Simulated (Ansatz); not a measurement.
Pulling on the Cd1–H2 bond in CdFH (SMILES [F][CdH]) (multiplicity 1 held, fragments rigid). Energies count from the point at 1.635 Å.
Geometry at that point (charge 0, multiplicity 1):
```xyz
3

Cd     0.00000     0.00000    -0.27480
H      0.00000     0.00000    -1.90990
F      0.00000     0.00000     1.67782
```

Signs of static correlation in def2-TZVPP, with CASSCF(2,2), from Ansatz (a first-principles code) runs.

```
R (Å)  T1 of restricted CCSD  ⟨S²⟩ of UHF  largest double amplitude of restricted CCSD  weight of the CASSCF reference in MRCISD  CASSCF natural occupations
-----  ---------------------  -----------  -------------------------------------------  ----------------------------------------  --------------------------
1.308                  0.016        0.000                                        0.028                                     0.908                   1.98 0.02
1.472                  0.017        0.000                                        0.034                                     0.909                   1.98 0.02
1.635                  0.017        0.000                                        0.045                                     0.909                   1.97 0.03
1.799                  0.018        0.000                                        0.060                                     0.910                   1.96 0.04
1.962                  0.019        0.000                                        0.081                                     0.910                   1.94 0.06
2.207                  0.022        0.000                                        0.121                                     0.911                   1.91 0.09
2.453                  0.025        0.414                                          [?]                                     0.911                   1.86 0.14
2.861                  0.034          [?]                                        0.291                                     0.912                   1.73 0.27
3.270                  0.046        0.919                                        0.435                                     0.912                   1.55 0.45
3.761                  0.059        0.978                                        0.611                                     0.913                   1.34 0.66
4.415                  0.070        0.999                                        0.786                                     0.913                   1.16 0.84
5.232                  0.072        1.003                                        0.892                                     0.913                   1.06 0.94
```

Problem. Some entries are withheld; supply them.

Solution. 
- 2.453, largest double amplitude of restricted CCSD: 0.175
- 2.861, ⟨S²⟩ of UHF: 0.781

Doubts at one or more of the structures used: a restricted determinant that unrestricted orbitals would lower (R-CCSD(T)/def2-TZVPP); other coupled-cluster roots lie near (R-CCSD(T)/def2-TZVPP); T1 above 0.05 (R-CCSD(T)/def2-TZVPP, U-CCSD(T)/def2-TZVPP); a spin-contaminated determinant (U-CCSD(T)/def2-TZVPP).
